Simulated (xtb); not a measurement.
AgF, charge -1, doublet, at a GFN2-xTB geometry (such geometries of metal compounds can be far from the true shape) (the multiplicity is a formal guess); GFN2-xTB with ALPB(hexane) (xtb).

The xtb input:
```
$ xtb mol.xyz --gfn 2 --chrg -1 --uhf 1 --alpb hexane --json

# file mol.xyz
2

Ag    -0.00000000    -0.00000000    -0.38161718
F      0.00000000     0.00000000     1.99288972
```

The log (banner, timings and long lists left out):

```
   ID    Z sym.   atoms
    1   47 Ag     1
    2    9 F      2

           -------------------------------------------------
          |                Calculation Setup                |
           -------------------------------------------------

           -------------------------------------------------
          |                 G F N 2 - x T B                 |
           -------------------------------------------------

      * Solvation model:               ALPB
        Solvent                        hexane
        Parameter file                 internal GFN2-xTB/ALPB
        Dielectric constant                1.8800E+00
        Reference state                gsolv [1 M gas/solution]
        Free energy shift                  4.8134E-03 Eh       3.0204E+00 kcal/mol
        Temperature                        2.9815E+02 K
        Density                            6.6000E-01 kg/L
        Solvent mass                       8.6180E+01 g/mol
        Interaction kernel             P16
        Born radius scaling (c1)           1.1040E+00
        Born radii integrator          GBOBC
        Born offset                        0.0000E+00 a0       0.0000E+00 AA
        H-bond correction              false
        Ion screening                  false
        Surface tension                    1.0000E-05 Eh       1.5569E+01 dyn/cm
        Grid points                               230 per atom

          ...................................................
          :                      SETUP                      :
          :.................................................:
          :  # basis functions                  14          :
          :  # atomic orbitals                  13          :
          :  # shells                            5          :
          :  # electrons                        19          :
          :  max. iterations                   250          :
          :  Hamiltonian                  GFN2-xTB          :
          :  restarted?                      false          :
          :  GBSA solvation                   true          :
          :  PC potential                    false          :
          :  electronic temp.          300.0000000     K    :
          :  accuracy                    1.0000000          :
          :  -> integral cutoff          0.2500000E+02      :
          :  -> integral neglect         0.1000000E-07      :
          :  -> SCF convergence          0.1000000E-05 Eh   :
[...]
         :: total energy              -8.850891015191 Eh    ::
[...]
         6        2.0000           -0.2076603              -5.6507
         7        2.0000           -0.2067142              -5.6250
         8        2.0000           -0.2067142              -5.6250
         9        2.0000           -0.2058486              -5.6014
        10        1.0000           -0.1728489              -4.7035 (HOMO)
        11                         -0.0029188              -0.0794 (LUMO)
        12                         -0.0029188              -0.0794
        13                          0.1655299               4.5043
      -------------------------------------------------------------
                  HL-Gap            0.1699301 Eh            4.6240 eV
             Fermi-level           -0.1384400 Eh           -3.7671 eV

     #   Z          covCN         q      C6AA      α(0)
     1  47 Ag       0.370    -0.320   418.874    51.488
     2   9 F        0.370    -0.680    17.935     4.959

 Mol. C6AA /au·bohr⁶  :        584.947258
 Mol. C8AA /au·bohr⁸  :      43307.533008
 Mol. α(0) /au        :         56.447279

Wiberg/Mayer (AO) data.
largest (>0.10) Wiberg bond orders for each atom

 ---------------------------------------------------------------------------
     #   Z sym  total        # sym  WBO       # sym  WBO       # sym  WBO
 ---------------------------------------------------------------------------
     1  47 Ag   0.574 --     2 F    0.574
     2   9 F    0.574 --     1 Ag   0.574
 ---------------------------------------------------------------------------

Topologies differ in total number of bonds
Writing topology from bond orders to xtbtopo.mol

molecular dipole:
                 x           y           z       tot (Debye)
 q only:        0.000       0.000      -2.332
   full:       -0.000      -0.000      -1.983       5.039
molecular quadrupole (traceless):
                xx          xy          yy          xz          yz          zz
 q only:        4.908       0.000       4.908       0.000       0.000      -9.817
  q+dip:        5.409       0.000       5.409      -0.000       0.000     -10.818
   full:        6.386       0.000       6.386      -0.000       0.000     -12.771

           -------------------------------------------------
          | TOTAL ENERGY               -8.850891015191 Eh   |
          | GRADIENT NORM               0.002792281365 Eh/α |
          | HOMO-LUMO GAP               4.624033136620 eV   |
           -------------------------------------------------

normal termination of xtb
```
